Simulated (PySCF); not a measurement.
# Reading the logs of faulty runs: AlB2FH2

All numbers below are calculated, not measured. The program is PySCF 2.14.0, an open-source quantum chemistry code, run on an isolated molecule that a program drew, which may never have been made. The molecule is AlB2FH2 (charge 0, singlet), drawn as the SMILES string `B[B](F)[Al]`.

Each row is a Hartree-Fock (HF) and frozen-core CCSD(T) single point in the cc-pV(D+d)Z basis, meant for a local HF minimum. Run 1 is clean. Each other run has one planted mistake out of seven kinds, and not every kind appears here: one electron removed, one electron added, multiplicity raised by two, geometry at a saddle point, minimal basis STO-3G, one bond length entered in bohr, all coordinates scaled. The reference is restricted for singlets and unrestricted otherwise, and also for a bond in bohr. Adding or removing an electron swaps singlet and doublet. Electrons count all cores. HOMO and LUMO are orbital energies over both spins, the gradient is its largest component, and the lowest frequency (negative if imaginary) is given only where the gradient is small. Bond lengths are over the 5 bonds as drawn. T1 is the CCSD diagnostic: over 0.02 (restricted) or 0.045 (unrestricted) a single reference is doubtful.

Geometry of the clean run:
```xyz
6
AlB2FH2, angstrom
B    -2.0217    1.2231   -0.6312
B    -0.6026    1.3130    0.2751
F    -0.1118    0.2946    1.0241
Al    0.7751    3.1605    0.4258
H    -3.0719    1.6185   -0.1916
H    -1.9991    0.9495   -1.8048
```

```
run  electrons  basis functions  <S^2>  HOMO (eV)  LUMO (eV)  gradient (hartree/bohr)  lowest frequency (cm^-1)  mean bond (Å)  longest bond (Å)      T1  HF (hartree)  CCSD(T) (hartree)                     mistake
  1         34               75  0.000      -7.10       0.39                  3.6e-05                       119         1.5525             2.310  0.0203    -391.85249         -392.29293                    no fault
  2         35               75  1.110      -0.68       5.57                  1.3e-02                         -         1.5525             2.310  0.0643    -391.85764         -392.31314          one electron added
  3         34               26  0.000      -3.03       7.72                  2.5e-02                         -         1.5525             2.310  0.0244    -386.87985         -387.03902        minimal basis STO-3G
  4         33               75  0.804     -14.77      -5.50                  5.0e-02                         -         1.5525             2.310  0.0241    -391.62249         -392.03301        one electron removed
  5         34               75  2.033      -6.27       0.15                  1.7e-02                         -         1.5525             2.310  0.0345    -391.83371         -392.26063  multiplicity raised by two
  6         34               75  1.187      -7.68       0.37                  2.2e-02                         -         1.7669             2.310  0.0909    -391.74300         -392.17832                           ?
```

**Which mistake was planted in run 6, and what did it cost?**

The mean bond changes by a factor of 1.138 and the longest by 1.000, so the molecule wasn't scaled as a whole. A length L in bohr read as angstrom grows by (1/0.5292 - 1) L = 0.890 L. The 5 bonds together grew by 5 x 0.2144 = 1.072 Å, which gives L = 1.205 Å. That is the length of one of the B-H bonds, 1.205 Å in the clean geometry. So the mistake is: one bond length entered in bohr. Subtracting run 1 and multiplying by 627.51 kcal/mol a hartree, the energy moved by 68.7 kcal/mol in HF and 71.9 kcal/mol in CCSD(T).

Cautions from the logs. Run 1: T1 is over the limit, so its CCSD(T) energy is less reliable; run 2: T1 is over the limit, so its CCSD(T) energy is less reliable; run 3: T1 is over the limit, so its CCSD(T) energy is less reliable; run 6: T1 is over the limit, so its CCSD(T) energy is less reliable.
